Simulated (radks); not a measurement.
Task: The mean radii <r> (bohr) of the occupied orbitals of an atom or ion are listed with their occupations. Method: non-relativistic Kohn-Sham, exchange-only LDA, spin-polarised, spherical densities, point nucleus; computed with a radial shooting solver on a logarithmic mesh with Libxc functionals.

orbital  occ.     <r>
1s          2  0.1315
2s          2  0.7010
2p          6  0.6865

Name the element and its charge. Open shells, if any, are filled with parallel spins first.

Result: Z = 12, magnesium, charge +2: Mg2+ in [Ne]. The 1s radius gives Z: for a bare nucleus <r> = 1.5/Z, 0.125 bohr for Z = 12, and screening makes it slightly larger (0.1315 here). The occupations add up to 10, and the charge is Z minus that.
